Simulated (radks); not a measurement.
Q: Coherent X-ray form factor from a spherical all-electron density. Method: scalar-relativistic Kohn-Sham, LDA (Slater exchange, VWN5 correlation), spin-polarised, spherical densities, finite nucleus; Fermi nuclear charge, rms radius of each element as measured or else 0.836 A^(1/3) + 0.57 fm; computed with a radial shooting solver on a logarithmic mesh with Libxc functionals.

| sin(theta)/lambda (1/angstrom) | f0 (electrons) |
|---|---|
| 0.05 | 77.935 |
| 0.1 | 75.115 |
| 0.15 | 71.322 |
| 0.2 | 67.215 |
| 0.25 | 63.167 |
| 0.3 | 59.345 |
| 0.4 | 52.571 |
| 0.5 | 46.917 |
| 0.6 | 42.169 |
| 0.8 | 34.514 |
| 1 | 28.479 |
| 1.25 | 22.777 |
| 1.5 | 18.913 |
| 2 | 14.701 |

The species is in the configuration that NIST lists as its ground one. Which atom or ion scatters so?

A: Neutral gold, [Xe] 4f14 5d10 6s1. Extrapolating in s^2 from the first two rows gives f0(0) = 78.9, near the electron count 79; among species with that count, the fall with angle is slower the higher Z, and the table is that of Z = 79; from so few rows the species is fixed only to a neighbour or two.
